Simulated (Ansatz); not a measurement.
Cost and result for the atomization energy of `FC([SiH3])O[SiH3]` (12 atoms, 11 bonds).

| atom | x (Å) | y (Å) | z (Å) |
| --- | --- | --- | --- |
| F1 | 0.1840 | 1.5626 | -0.7155 |
| C2 | -0.2540 | 0.2530 | -0.5192 |
| Si3 | -2.1361 | 0.2716 | -0.1759 |
| O4 | 0.4026 | -0.2943 | 0.5637 |
| Si5 | 2.0489 | -0.5183 | 0.6259 |
| H6 | 0.0107 | -0.2809 | -1.4444 |
| H7 | -2.5959 | -1.1319 | -0.0245 |
| H8 | -2.8274 | 0.9056 | -1.3267 |
| H9 | -2.3791 | 1.0387 | 1.0689 |
| H10 | 2.7554 | 0.7319 | 0.9930 |
| H11 | 2.2716 | -1.5524 | 1.6610 |
| H12 | 2.5194 | -0.9856 | -0.7063 |

The species carries charge 0 and has multiplicity 1. The geometry is a stationary point of PBE0-D4/def2-TZVP. It is one conformer, not always the lowest. Program: Ansatz. All runs use 4 threads of an Arm Neoverse V1 on a shared host. Times are those of one run each, without the atoms' runs, and a repeat can differ threefold. Electronic energies, without spin–orbit coupling; frozen cores. CCSD(T)/CBS adds CCSD(T) − MP2 in def2-TZVPP to the MP2 limit, and its time is that of the two runs behind it. T1 = 0.012. B3LYP takes the VWN-RPA correlation (the form of Gaussian; ORCA's B3LYP/G).

CCSD(T)/CBS is a level of theory with its own doubt, some kJ/mol a heavy atom from the limit and from the frozen cores, so smaller differences don't rank the functionals.

```
                             level  functions  wall time  atomization (kcal/mol)  difference from CCSD(T)/CBS  per bond
   PBE-D4/def2-TZVPP (with forces)        275        3 s                   966.4                          2.2       0.2
                PBE0-D4/def2-TZVPP        275      3.6 s                   951.7                        -12.5      -1.1
 B3LYP-D4/def2-TZVPP (with forces)        275      5.5 s                   960.9                         -3.3      -0.3
r2SCAN-D4/def2-TZVPP (with forces)        275        6 s                   962.1                         -2.1      -0.2
                 B2PLYP/def2-TZVPP        275      6.5 s                   950.1                        -14.1      -1.3
                ωB97X-V/def2-TZVPP        275      9.5 s                   969.2                          5.0       0.4
  ωB97M-V/def2-TZVPP (with forces)        275       14 s                   964.9                          0.7       0.1
                    MP2/def2-QZVPP        521       28 s                   963.4                         -0.8      -0.1
                CCSD(T)/def2-TZVPP        275    4.1 min                   938.2                        -26.0      -2.4
                 CCSD(T)/CBS(def2)          –    4.5 min                   964.2                          0.0       0.0
```

The D4 term adds +9.2 kcal/mol with B3LYP and +4.9 kcal/mol with PBE0; it sums over pairs of atoms, weighted by their polarisabilities, and B3LYP, whose exchange is more repulsive, gets the larger term. In def2-TZVPP, CCSD(T) changes the Hartree–Fock value by +232.4 kcal/mol (the triples alone add +12.0 kcal/mol) and MP2 by +242.0 kcal/mol; breaking electron pairs costs correlation energy, which Hartree–Fock lacks. From PBE to PBE0 (25 % exact exchange), in def2-TZVPP and without D4, the atomization energy moves by −13.8 kcal/mol: exact exchange takes away binding that semilocal exchange gives to molecules.
